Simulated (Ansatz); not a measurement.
`[OH][Al]1[O][GeH2][SiH2]1`, relaxed with RKS PBE0-D4/def2-TZVP in Ansatz 0.2.0 from a PBE-D4/def2-SVP geometry. The force threshold is 0.005 eV/Å; the program also tests the step.

Charge 0, multiplicity 1.

Start:

```xyz
10

O     1.376   -1.246    2.390
Al    0.548   -0.605    1.037
O    -0.810   -1.407    0.298
Ge   -1.302   -0.296   -1.086
Si    0.463    1.268   -0.540
H     2.135   -0.824    2.820
H    -1.182   -1.097   -2.412
H    -2.771    0.151   -0.844
H     1.536    1.429   -1.586
H     0.007    2.628   -0.077
```

Question: How much energy does the relaxation release, and in how many steps? (An estimate is asked.)

Answer: Computed: 4.79 kJ/mol, in 7 steps.

Question: Which bonds change most? (Best estimate.)

Answer: Ansatz gave: Al2–O3 from 1.742 to 1.707 Å; O3–Ge4 from 1.842 to 1.816 Å; O1–Al2 from 1.711 to 1.686 Å.

Question: Give the relaxed structure. (An estimate is asked.)

Answer: Computed: 
```xyz
10

O     1.366   -1.231    2.365
Al    0.536   -0.615    1.033
O    -0.798   -1.378    0.288
Ge   -1.290   -0.289   -1.079
Si    0.464    1.258   -0.531
H     2.112   -0.807    2.783
H    -1.176   -1.093   -2.387
H    -2.749    0.142   -0.837
H     1.524    1.414   -1.563
H     0.013    2.600   -0.073
```
